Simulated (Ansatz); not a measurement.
Relaxation of C2H6Ge (9 atoms, charge 0, multiplicity 1), to a largest force component of 0.015 eV/Å in at most 40 steps.

Computed with Ansatz 0.2.0, RKS PBE0/def2-SVP.

```xyz
9
Properties=species:S:1:pos:R:3
C -0.742 0.771 -1.062
C 0.059 0.763 -0.053
Ge 0.483 -0.910 0.759
H -1.173 -0.078 -1.466
H -1.035 1.762 -1.548
H 0.511 1.695 0.324
H 2.069 -1.146 0.654
H -0.204 -2.050 0.062
H 0.122 -0.855 2.312
```

**Question.** Where does it end, and by what steps?

**Answer.** It converged. After 6 steps the energy has fallen by 0.303 eV; H4 moved furthest, 0.10 Å.

```csv
step,energy less start (eV),largest force component (eV/Å),accepted
0,0.0000,3.870,yes
1,-0.2732,1.163,yes
2,-0.2577,0.592,no
3,-0.2935,0.399,yes
4,-0.3016,0.194,yes
5,-0.3026,0.023,yes
6,-0.3027,0.011,yes
```

```xyz
9
Properties=species:S:1:pos:R:3
C -0.775 0.828 -1.097
C 0.064 0.753 -0.060
Ge 0.546 -0.917 0.803
H -1.249 -0.063 -1.526
H -1.031 1.784 -1.566
H 0.507 1.679 0.327
H 2.067 -1.154 0.715
H -0.196 -2.066 0.095
H 0.154 -0.890 2.293
```

The run took 27 s on 1 thread of Intel(R) Xeon(R) Platinum 8488C (Sapphire Rapids), on a shared host, peak memory 0.19 GiB.
